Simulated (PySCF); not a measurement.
BF2, SMILES F[B]F (connectivity only; charge and spin as stated), charge +1, multiplicity 1.

Geometry optimised at ωB97X-D3(BJ)/def2-TZVP. The spin state was assumed, not searched. The isomer is the one that the SMILES or the coordinates give; other isomers of the formula were not compared.

Computed with TDDFT-PBE0/def2-TZVPD in PySCF 2.14.0.

Vertical excitations; the highest root listed may be one member of a degenerate set. Isolated molecule, no solvent. State labels are in the subgroup D2h.

```
state  symmetry  energy (eV)  λ (nm)      f                                     main pairs
-----  --------  -----------  ------  -----  ---------------------------------------------
S1           Au        11.96     104  0.000    HOMO→LUMO+2, HOMO−1→LUMO+1 (degenerate set)
S2          B2g        11.96     104  0.000                   HOMO−1→LUMO (degenerate set)
S3          B3g        11.96     104  0.000                     HOMO→LUMO (degenerate set)
S4           Au        12.13     102  0.000    HOMO−1→LUMO+1, HOMO→LUMO+2 (degenerate set)
S5          B1u        12.13     102  0.000    HOMO→LUMO+1, HOMO−1→LUMO+2 (degenerate set)
S6          B1g        13.37      93  0.000         HOMO−2→LUMO+1 50 %, HOMO−3→LUMO+2 50 %
S7           Ag        13.47      92  0.000  HOMO−3→LUMO+1, HOMO−2→LUMO+2 (degenerate set)
S8          B1g        13.47      92  0.000  HOMO−3→LUMO+2, HOMO−2→LUMO+1 (degenerate set)
S9          B2u        13.62      91  0.098                   HOMO−3→LUMO (degenerate set)
S10         B3u        13.62      91  0.098                   HOMO−2→LUMO (degenerate set)
T1          B1u        11.15     111      0           HOMO−1→LUMO+2 49 %, HOMO→LUMO+1 49 %
T2          B2g        11.48     108      0                   HOMO−1→LUMO (degenerate set)
T3          B3g        11.48     108      0                     HOMO→LUMO (degenerate set)
T4          B1u        11.50     108      0           HOMO→LUMO+1 50 %, HOMO−1→LUMO+2 50 %
```
Triplets are in the Tamm–Dancoff approximation, which puts them higher than full response would, so one can lie above its singlet here.
